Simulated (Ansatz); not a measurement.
```yaml
atoms:
  - { symbol: C, position_ang: [1.4000, 0.0000, 0.0000] }
  - { symbol: C, position_ang: [0.7000, 1.2124, 0.0000] }
  - { symbol: C, position_ang: [-0.7000, 1.2124, 0.0000] }
  - { symbol: C, position_ang: [-1.4000, 0.0000, 0.0000] }
  - { symbol: C, position_ang: [-0.7000, -1.2124, 0.0000] }
  - { symbol: C, position_ang: [0.7000, -1.2124, 0.0000] }
  - { symbol: C, position_ang: [2.8100, 0.0000, 0.0000] }
  - { symbol: H, position_ang: [3.3600, 0.9300, 0.0000] }
  - { symbol: H, position_ang: [3.3600, -0.9300, 0.0000] }
  - { symbol: O, position_ang: [1.3250, 2.2950, 0.0000] }
  - { symbol: H, position_ang: [-1.2425, 2.1521, 0.0000] }
  - { symbol: H, position_ang: [-2.4850, 0.0000, 0.0000] }
  - { symbol: H, position_ang: [-1.2425, -2.1521, 0.0000] }
  - { symbol: H, position_ang: [1.2425, -2.1521, 0.0000] }
```

Basis set: def2-SVP. Charge 0. Computed with Ansatz (development build ahead of 0.2.0); the lowest solution found for each multiplicity.

Q: How do the multiplicities compare at this shape? Give, from the lowest of each method, PBE0 (unrestricted) for 1, 3; PBE0 (restricted) for 1, 3; HF (unrestricted) for 1, 3; HF (restricted) for 1, 3.

A:

| method | multiplicity | E (eV) | <S²> |
| --- | --- | --- | --- |
| PBE0, unrestricted | 1 | 0.000 | 0.30 |
| PBE0, unrestricted | 3 | 0.942 | 2.02 |
| PBE0, restricted | 1 | 0.000 | 0.00 |
| PBE0, restricted | 3 | 1.043 | 2.00 |
| HF, unrestricted | 1 | 0.000 | 1.46 |
| HF, unrestricted | 3 | 1.246 | 2.36 |
| HF, restricted | 1 | 0.000 | 0.00 |
| HF, restricted | 3 | 0.542 | 2.00 |

Caution for PBE0, unrestricted, HF, unrestricted: the unrestricted determinant is spin contaminated. Caution for HF, unrestricted: the unrestricted determinant is a mixture of spin states. Caution for HF, restricted: an unrestricted determinant lies well below.
